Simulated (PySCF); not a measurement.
C₉H₁₀.
Numbering: `[CH2:1]=[CH:2][C:3]1=[CH:4][CH:5]=[CH:6][CH2:7][CH:8]=[CH:9]1` (hydrogens: H10, H11 on C1; H12 on C2; H13 on C4; H14 on C5; H15 on C6; H16, H17 on C7; H18 on C8; H19 on C9)

Geometry (PBE0-D3(BJ)/def2-SVP, Å), atoms numbered from 1 in this order:
```xyz
19
C9H10 angstrom
C      3.0377   -0.9625   -0.1689
C      2.1495   -0.2407   -0.8659
C      0.7336   -0.0532   -0.5341
C     -0.0574    0.6203   -1.4355
C     -1.4358    0.9955   -1.2667
C     -2.3514    0.2996   -0.5554
C     -2.0304   -1.0466    0.0205
C     -0.9955   -0.8320    1.0833
C      0.2602   -0.4443    0.7844
H      2.7613   -1.5038    0.7402
H      4.0762   -1.0446   -0.4974
H      2.4827    0.2535   -1.7860
H      0.4466    1.0102   -2.3275
H     -1.7536    1.9201   -1.7611
H     -3.3507    0.7207   -0.4053
H     -2.9267   -1.5358    0.4243
H     -1.6148   -1.6953   -0.7730
H     -1.2732   -0.9822    2.1317
H      0.9886   -0.3707    1.5984
```

Computed with PySCF at PBE0/def2-SVPD, non-relativistic, on one gas-phase PBE0-D3(BJ)/def2-SVP geometry that isn't relaxed in the solvent. The solvent is an IEF-PCM continuum (van der Waals radii × 1.2), and excitations are vertical TDDFT with non-equilibrium linear response and a frozen core. The model holds no explicit solvent molecules, cavitation or dispersion.

```
run  E − E(gas) (kcal/mol)  HOMO (eV)  HOMO–LUMO gap (eV)  dipole (D)  lowest singlet (eV)  static polarisability (au)
gas                   0.00      -6.18                4.77        0.59                 4.25                       113.8
  P                  -3.68      -6.23                4.78        0.86                 4.17                       167.4
  Q                  -2.46      -6.19                4.78        0.78                 4.15                       148.6
```

Task: The runs were made in chloroform and water. Which run belongs to which solvent?

Result: P = water, Q = chloroform. The dielectric constants are 4.711 (chloroform), 78.36 (water), and the energy falls further as ε rises. The optical constants n² used for the excitations are 2.09, 1.78 in the same order. In this model the ground state sees the solvent through ε alone.

Task: How constant is the ratio of the lowering to (ε − 1)/(2ε + 1)?

Result: 
| solvent | (ε − 1)/(2ε + 1) | E − E(gas) (kcal/mol) | ratio (kcal/mol) | polarisation term (kcal/mol) |
| --- | --- | --- | --- | --- |
| chloroform | 0.356 | -2.46 | -6.9 | -2.69 |
| water | 0.490 | -3.68 | -7.5 | -4.21 |

The ratio changes by +8.5 % in size from chloroform to water. The polarisation term is half the interaction of the solute with the induced surface charges.

Cost: about 2.4 min of CPU time on one thread; the machine was shared, so the figure is rough. This is the whole response run at PBE0/def2-SVPD in water, SCF included.
